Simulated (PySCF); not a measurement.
Compound: 3-ethylcyclopentanone, C₇H₁₂O.
Structure used (PBE0-D3(BJ)/def2-SVP), in Å, numbered top down from 1:
```xyz
20
C7H12O angstrom
C      2.5773   -0.3379    0.5619
C      1.5855    0.2887   -0.4053
C      0.1781   -0.2794   -0.3039
C     -0.8094    0.3047   -1.3273
C     -2.1846   -0.0767   -0.7937
C     -2.0166   -0.1043    0.7200
O     -2.9044   -0.1612    1.5283
C     -0.5284   -0.0438    1.0322
H      2.6549   -1.4262    0.4042
H      2.2788   -0.1768    1.6096
H      3.5841    0.0888    0.4380
H      1.9452    0.1602   -1.4410
H      1.5365    1.3801   -0.2360
H      0.2311   -1.3723   -0.4727
H     -0.6158   -0.0514   -2.3499
H     -0.7025    1.4039   -1.3424
H     -3.0155    0.5820   -1.0841
H     -2.4657   -1.1003   -1.1012
H     -0.2719   -0.7369    1.8459
H     -0.3210    0.9780    1.4035
```

Computed, not measured: PBE0-D3(BJ)/def2-SVP geometry optimisation, gas phase in PySCF 2.14.0.

Masses are those of the commonest isotopes; rigid-rotor values at the optimised geometry. The values belong to one conformer with, in the numbering `[CH3:1][CH2:2][C@@H:3]1[CH2:4][CH2:5][C:6](=[O:7])[CH2:8]1`, C1–C2–C3–C4 -177°, C2–C3–C4–C5 -164°, C3–C4–C5–C6 31°, C4–C5–C6–O7 168°, C5–C6–C8–C3 -12°.

(1) What are A, B and C (GHz)?

(2) Classify the top.

(3) What does the inertial defect say?

(4) Give the other two planar moments, Paa and Pbb, and the rms extents of the mass along the axes.

(5) List the rotational levels J(Ka,Kc) to J = 3 (K).

(6) Which lines would a microwave search look for?

Answers

(1) Ia = 121.85, Ib = 400.38, Ic = 494.55 u·Å²; 505379 MHz·u·Å²/I gives 4148, 1262 and 1022 MHz, that is A = 4.1475, B = 1.2623, C = 1.0219 GHz.

(2) An asymmetric top: κ = (2 × 1262 − 4148 − 1022)/(4148 − 1022) = -0.85.

(3) Not planar: Δ = Ic − Ia − Ib = -27.68 u·Å². For a rigid frame Δ = −2 Σ m c², so Σ m c² = 13.84 u·Å² lies off the ab plane: 10.62 from hydrogen and 3.21 from heavier atoms. The atom farthest from that plane is 1.40 Å away.

(4) Paa = Σ m a² = (Ib + Ic − Ia)/2 = 386.54 and Pbb = Σ m b² = (Ia + Ic − Ib)/2 = 108.01 u·Å². With the mass M = 112.09 u, the rms extents √(P/M) along a, b and c are 1.86, 0.98, 0.35 Å.

(5) Above 0(0,0), as E/k:
J = 1: 1(0,1) 0.110, 1(1,1) 0.248, 1(1,0) 0.260
J = 2: 2(0,2) 0.328, 2(1,2) 0.456, 2(1,1) 0.490, 2(2,1) 0.906, 2(2,0) 0.907
J = 3: 3(0,3) 0.654, 3(1,3) 0.767, 3(1,2) 0.836, 3(2,2) 1.235, 3(2,1) 1.238, 3(3,1) 1.956, 3(3,0) 1.956
Those of J = 1 are B + C, A + C and A + B.

(6) The dipole components are |μa| = 2.48 D, |μb| = 1.63 D, |μc| = 0.14 D. Intensities carry the squares of the components, which stand as 1.00 : 0.43 : 0.00 (a : b : c). Some lines, for components of 0.1 D or more:

| type | branch | J(Ka,Kc) | MHz | lower level (cm⁻¹) |
| --- | --- | --- | --- | --- |
| a | Q | 2(1,1) ← 2(1,2) | 721 | 0.317 |
| b | R | 2(0,2) ← 1(1,1) | 1669 | 0.172 |
| c | Q | 2(1,2) ← 2(0,2) | 2659 | 0.228 |
| c | Q | 1(1,1) ← 1(0,1) | 2885 | 0.076 |
| b | Q | 1(1,0) ← 1(0,1) | 3126 | 0.076 |
| b | Q | 3(1,2) ← 3(0,3) | 3789 | 0.455 |
| b | R | 3(0,3) ← 2(1,2) | 4136 | 0.317 |
| a | R | 2(1,2) ← 1(1,1) | 4328 | 0.172 |
| a | R | 2(0,2) ← 1(0,1) | 4554 | 0.076 |
| b | R | 1(1,1) ← 0(0,0) | 5169 | 0.000 |
| a | R | 3(0,3) ← 2(0,2) | 6795 | 0.228 |
| a | R | 3(2,2) ← 2(2,1) | 6852 | 0.630 |
| a | R | 3(1,2) ← 2(1,1) | 7204 | 0.341 |
| c | R | 2(1,1) ← 1(0,1) | 7934 | 0.076 |
| c | Q | 3(2,2) ← 3(1,2) | 8305 | 0.581 |
| c | Q | 2(2,1) ← 2(1,1) | 8656 | 0.341 |
| b | Q | 2(2,0) ← 2(1,1) | 8670 | 0.341 |
| b | R | 3(1,3) ← 2(0,2) | 9142 | 0.228 |
| b | Q | 2(2,1) ← 2(1,2) | 9377 | 0.317 |
| c | R | 2(2,1) ← 1(1,1) | 13705 | 0.172 |
| c | Q | 3(3,1) ← 3(2,1) | 14964 | 0.861 |
| b | Q | 3(3,1) ← 3(2,2) | 15036 | 0.858 |
| b | R | 3(2,2) ← 2(1,1) | 15508 | 0.341 |
| c | R | 3(2,2) ← 2(1,2) | 16229 | 0.317 |
| b | R | 3(3,1) ← 2(2,0) | 21874 | 0.630 |
| c | R | 3(3,0) ← 2(2,0) | 21874 | 0.630 |
| c | R | 3(3,1) ← 2(2,1) | 21888 | 0.630 |

No PBE0-D3(BJ)/def2-SVP frequencies stand behind this structure, so it isn't proved a minimum. No vibrational averaging or centrifugal distortion is included, and the geometry carries the error of its method. A rigid rotor knows nothing of internal rotation, which can split or shift real lines.

Hardware: one thread of an Arm Neoverse N1, no GPU (shared host). Cost: 2.8 min of wall time, 0.70 GiB resident at most. This is the geometry optimisation.
